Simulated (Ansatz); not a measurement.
Program: Ansatz. Geometries: PBE0-D4/def2-TZVP. ΔE: electronic, gas phase. CBS: MP2 limit from def2 TZ/QZ plus the TZ coupled-cluster correction, frozen cores. Functionals use def2-TZVPP. Elements past krypton have def2 core potentials. For Sn outer-core shells are correlated without core-valence functions, which leaves a few kJ/mol of doubt a bond. One conformer a species, not always the lowest.

`[F][Sn]([SiH3])([Cl])[Cl]` + `O[SiH2][SiH3]` → `[SiH3]O[SiH2][SiH3]` + `[F][SnH]([Cl])[Cl]`  (cleavage of the Si–Sn bond)

```tsv
level	ΔE (kJ/mol)
LDA (SPW92)	-40.4
B97M-V	-66.7
CAM-B3LYP	-65.1
MP2/CBS(def2)	-58.1
```

**Question.** What does CCSD(T)/CBS give? (Best estimate.)

**Answer.** Computed: -58.5 kJ/mol. The listed levels differ from it by 18.1, -8.2, -6.6, 0.4 kJ/mol.

Largest T1 diagnostic among the species: 0.013.

From PBE to PBE0 (25 % exact exchange), in def2-TZVPP and without D4, ΔE moves by −10.4 kJ/mol. Leaving LDA and LC-ωPBE aside and taking each functional with its dispersion term where it has one, the values, not all of them listed here, spread over 33.4 kJ/mol, from BHLYP-D4 to PBE-D4. LDA lies −6.4 kJ/mol from PBE without D4. In def2-TZVPP, CCSD(T) changes the Hartree–Fock value by +22.6 kJ/mol (the triples alone add +3.2 kJ/mol) and MP2 by +23.0 kJ/mol.
